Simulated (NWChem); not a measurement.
Species: PbNH3O, singlet; SMILES [NH2][Pb][OH]

```xyz
6

Pb     0.2848    -0.0226     0.0000
O     -1.0529    -1.6559     0.0000
H     -1.9803    -1.3899     0.0000
N     -1.2397     1.4805     0.0000
H     -2.2419     1.3103     0.0000
H     -1.0544     2.4796     0.0000
```
Atoms are numbered in this order, from 1.

All runs: NWChem. Low-valent species are run as closed-shell singlets; no triplet was tried in these runs. The geometry was optimised at PBE0/def2-SVP. def2 effective core potentials on Pb; no spin-orbit coupling. Level: PBE0/def2-SVPD; the question gives the wavelength of the field.

Q: What does the run give for field static? Quantities: isotropic polarisability (bohr³); anisotropy (bohr³).

A: 
| Property | Result |
|---|---|
| isotropic polarisability (bohr³) | 57.5 |
| anisotropy (bohr³) | 21.2 |
